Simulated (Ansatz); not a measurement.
Isolated molecules relaxed with PBE0-D4/def2-TZVP in Ansatz; ΔE leaves out vibrations. CBS: MP2 limit from def2 TZ/QZ plus the TZ coupled-cluster correction, frozen cores. This one scheme is used for every species. Functionals use def2-TZVPP. HSE06 is defined as in plane-wave codes. For Zn outer-core shells are correlated without core-valence functions, which leaves a few kJ/mol of doubt a bond. Scalar relativity is left out up to krypton.

Consider the silylene formation by 1,1-elimination: `[SiH3][CH2][ZnH]` → `[SiH2]` + `[CH3][ZnH]`.

`[SiH3][CH2][ZnH]`:

```xyz
9

Si    1.116   -0.496   -0.282
C    -0.729   -0.280   -0.229
Zn   -1.302    1.268    0.801
H     1.767    0.700   -0.889
H     1.551   -1.686   -1.068
H     1.667   -0.648    1.095
H    -1.191   -1.173    0.206
H    -1.116   -0.178   -1.249
H    -1.764    2.492    1.615
```

`[SiH2]`:

Cartesian coordinates in Å:
```
Si 0.248 0.665 0.051
H 0.488 -0.493 -0.913
H -0.736 -0.172 0.862
```

`[CH3][ZnH]`:

Cartesian coordinates in Å:
```
C 0.233 0.192 0.641
Zn -0.406 -0.334 -1.116
H -0.298 1.076 1.003
H 0.084 -0.610 1.369
H 1.300 0.428 0.617
H -0.913 -0.752 -2.513
```

| level | ΔE (eV) | difference from CCSD(T)/CBS |
| --- | --- | --- |
| PBE-D4 | 2.56 | 0.01 |
| revPBE-D4 | 2.52 | -0.03 |
| B97M-V | 2.49 | -0.06 |
| PBE0-D4 | 2.66 | 0.11 |
| BHLYP-D4 | 2.59 | 0.04 |
| PBE-QIDH | 2.73 | 0.18 |
| PBE | 2.48 | -0.07 |
| HSE06 | 2.59 | 0.04 |
| BHLYP | 2.47 | -0.08 |
| CAM-B3LYP | 2.48 | -0.07 |
| CCSD/def2-SVP | 2.38 | -0.17 |
| CCSD/def2-TZVPP | 2.44 | -0.11 |
| HF/def2-QZVPP | 2.36 | -0.19 |
| HF/CBS(def2) | 2.36 | -0.19 |
| MP2/CBS(def2) | 2.76 | 0.21 |
| CCSD/CBS(def2) | 2.50 | -0.05 |
| CCSD(T)/CBS | 2.55 | 0 |

Largest T1 diagnostic among the species: 0.014.

Leaving LDA and LC-ωPBE aside and taking each functional with its dispersion term where it has one, the values, not all of them listed here, spread over 0.42 eV, from BLYP-D4 to r2SCAN0-D4. LDA lies +0.35 eV from PBE without D4. At CCSD(T), def2-SVP lies −0.14 eV from the extrapolated value and def2-TZVPP −0.07 eV. The D4 term adds +0.13 eV with B3LYP and +0.07 eV with PBE0; it sums over pairs of atoms, weighted by their polarisabilities, and B3LYP, whose exchange is more repulsive, gets the larger term.

CCSD(T)/CBS has its own doubt, a few kJ/mol and more with outer-core shells, so smaller differences from it don't rank the levels.

B3LYP here is the variant with VWN-RPA as its local correlation; programs differ in this.
